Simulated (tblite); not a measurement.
Compound: C₄H₄N₄Si.
Numbering: `[N:1]#[C:2][c:3]1[n:4][n:5][cH:6][n:7][c:8]1[SiH3:9]` (hydrogens: H10 on C6; H11, H12, H13 on Si9)

Computed with GFN2-xTB (tblite), gas phase: L-BFGS steps from a force-field or distance-geometry start until the largest atomic force falls under 0.01 eV/Å.

Step 16: E = -651.0184 eV
```
atom  x, y, z in Å  |  force x, y, z in eV/Å
N1     -1.5093    2.8010   -0.0885    0.059   0.031  -0.021
C2     -0.6430    2.0505   -0.0850    0.047  -0.076  -0.003
C3      0.3571    1.0451   -0.0652   -0.028  -0.024   0.036
N4      1.6366    1.4057   -0.1092   -0.035  -0.095  -0.015
N5      2.5524    0.4882   -0.1027    0.003  -0.044   0.021
C6      2.1897   -0.7801   -0.0493    0.016  -0.028  -0.020
N7      0.9413   -1.2259    0.0300    0.015   0.072   0.011
C8     -0.0217   -0.3193    0.0295   -0.022   0.073  -0.020
Si9    -1.8325   -0.9007    0.1182    0.012   0.025   0.000
H10     2.9760   -1.5260   -0.0642   -0.025   0.104   0.001
H11    -1.8690   -2.2324    0.7038    0.059  -0.012   0.023
H12    -2.2810   -0.9130   -1.2733   -0.041   0.037   0.007
H13    -2.5010    0.1074    0.9381   -0.060  -0.063  -0.020
```

Step 17: E = -651.0200 eV
```
atom  x, y, z in Å  |  force x, y, z in eV/Å
N1     -1.5038    2.8093   -0.0921    0.096   0.000  -0.018
C2     -0.6395    2.0559   -0.0862   -0.019  -0.047  -0.005
C3      0.3554    1.0461   -0.0645    0.005  -0.018   0.025
N4      1.6353    1.4040   -0.1102    0.015  -0.055  -0.003
N5      2.5530    0.4884   -0.1015   -0.007  -0.037   0.008
C6      2.1902   -0.7797   -0.0486   -0.031  -0.023  -0.015
N7      0.9412   -1.2225    0.0310   -0.036   0.047   0.006
C8     -0.0233   -0.3170    0.0309   -0.027   0.042  -0.014
Si9    -1.8335   -0.9022    0.1185    0.003   0.008   0.004
H10     2.9704   -1.5306   -0.0650    0.018   0.106   0.004
H11    -1.8581   -2.2372    0.7020    0.050   0.023   0.008
H12    -2.2828   -0.9148   -1.2749   -0.029   0.039   0.045
H13    -2.5087    0.1007    0.9429   -0.037  -0.084  -0.045
```

Step 18: E = -651.0214 eV
```
atom  x, y, z in Å  |  force x, y, z in eV/Å
N1     -1.4971    2.8180   -0.0959    0.104  -0.014  -0.016
C2     -0.6364    2.0603   -0.0877   -0.058  -0.011  -0.006
C3      0.3539    1.0475   -0.0636    0.043  -0.005   0.006
N4      1.6347    1.4016   -0.1111    0.046   0.007   0.012
N5      2.5533    0.4876   -0.1002   -0.010  -0.018  -0.007
C6      2.1893   -0.7798   -0.0483   -0.078  -0.014  -0.004
N7      0.9395   -1.2183    0.0323   -0.065  -0.004  -0.003
C8     -0.0256   -0.3133    0.0320   -0.030  -0.006   0.000
Si9    -1.8338   -0.9037    0.1191   -0.008  -0.015   0.004
H10     2.9648   -1.5333   -0.0657    0.060   0.080   0.005
H11    -1.8467   -2.2417    0.6997    0.043   0.047  -0.002
H12    -2.2844   -0.9168   -1.2752   -0.023   0.041   0.067
H13    -2.5160    0.0925    0.9469   -0.026  -0.088  -0.055
```

Q: Estimate the geometry and energy of step 19. (The exact step hangs on the optimiser's Hessian estimate; all steps are aligned on step 18, rigid shifts and turns removed.)

A: E = -651.0230 eV, largest force 0.111 eV/Å
```
atom  x, y, z in Å  |  force x, y, z in eV/Å
N1     -1.4882    2.8284   -0.1005    0.087  -0.015  -0.015
C2     -0.6332    2.0643   -0.0896   -0.067   0.024  -0.005
C3      0.3531    1.0492   -0.0625    0.063   0.006  -0.014
N4      1.6349    1.3993   -0.1118    0.071   0.071   0.026
N5      2.5534    0.4860   -0.0990   -0.019   0.001  -0.022
C6      2.1868   -0.7803   -0.0480   -0.096   0.003   0.009
N7      0.9363   -1.2139    0.0338   -0.088  -0.067  -0.012
C8     -0.0288   -0.3088    0.0332   -0.017  -0.051   0.013
Si9    -1.8340   -0.9058    0.1198   -0.014  -0.037   0.002
H10     2.9595   -1.5348   -0.0663    0.089   0.044   0.007
H11    -1.8330   -2.2459    0.6968    0.036   0.054  -0.006
H12    -2.2865   -0.9184   -1.2740   -0.020   0.041   0.069
H13    -2.5246    0.0812    0.9505   -0.025  -0.074  -0.050
```

The energy changes by -0.0016 eV. The first-order estimate −F·Δx gives -0.0021 eV and the mean of the old and new forces, exact on a quadratic surface, -0.0016 eV. The step makes an angle of 73° with the force vector and moves no atom by more than 0.015 Å.

What follows is the cost of the whole relaxation. The run took 0.73 s of wall time on an Arm Neoverse N1 with one thread, shared host.
